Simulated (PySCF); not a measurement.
# Correlation energy of S⁺ (sulfur, charge +1)

[Ne] 3s2 3p3, high-spin 4S determinant. Computed with PySCF 2.14 in aug-cc-pCVTZ-DK (8s7p5d3f, 75 functions), with scalar relativity by spin-free X2C-1e. Frozen: 1s2; 13 electrons correlated.

```csv
level,correlation energy (mhartree)
CCSD,-405.30
(T),-5.87
CCSD(T),-411.17
```

Diagnostics: T1 = 0.0035, D1 = 0.0134, largest double amplitude 0.045.

Is a single reference adequate?

Yes: T1 lies below 0.03 and no double amplitude reaches 0.07.
